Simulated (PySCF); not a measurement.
Assignment exercise: C5H14O3Si2

Atom-mapped SMILES (the numbers label the heavy atoms): `[CH3:1][Si:2]([CH3:3])([CH3:4])[O:5][CH2:6][C:7](=[O:8])[O:9][SiH3:10]` (H(Xn): hydrogen on atom n).

- σ from GIAO-CAM-B3LYP/pcSseg-1
- geometry: PBE0-D3(BJ)/def2-SVP
- program: PySCF 2.14.0 with density-fitted response routines
- one averaged value for each set of equivalent atoms, single conformer, no relativistic terms, in vacuum

Scale: ¹³C, ¹H against TMS (reference shieldings calculated alike).

(1) Assign these signals to the numbered atoms. ¹³C{¹H} NMR (computed): δ 185.2 (C), 64.5 (CH2), -1.0 (CH3).

(2) Assign these signals to the numbered atoms. ¹H NMR (400 MHz, computed): δ 4.74 (s, 3H), 4.17 (s, 2H), 0.09 (s, 9H).

## Answers

(1) 
185.2 → C7, carbonyl carbon
64.5 → C6, sp3 CH2 bonded to O, α to a carbonyl: deshielded by the electronegative neighbour
-1.0 → C1/C3/C4, methyl carbon bonded to Si: an electropositive neighbour leaves it electron-rich and shielded

(2) 
| δ (ppm) | atoms | environment | reason |
| --- | --- | --- | --- |
| 4.74 | H(Si10) | hydrogen on a silicon bonded to O | – |
| 4.17 | H(C6) | hydrogen on an sp3 CH2 bonded to O, α to a carbonyl | its carbon carries O, hence the downfield position |
| 0.09 | H(C1)/H(C3)/H(C4) | hydrogen on a methyl carbon bonded to Si | an electropositive neighbour shields it, as in TMS itself |

Shifts are as computed, not scaled to solution data. Of 1313 compounds with measured shifts, 239 miss one by over three times the rms of a fit or turn the order of signals round; such compounds aren't used in these exercises. No couplings were computed; multiplicities are counted from neighbouring protons, with m where these are inequivalent, close in shift, in a saturated or five-membered ring or joined by F or P, and br s for small geminal =CH2 splittings.
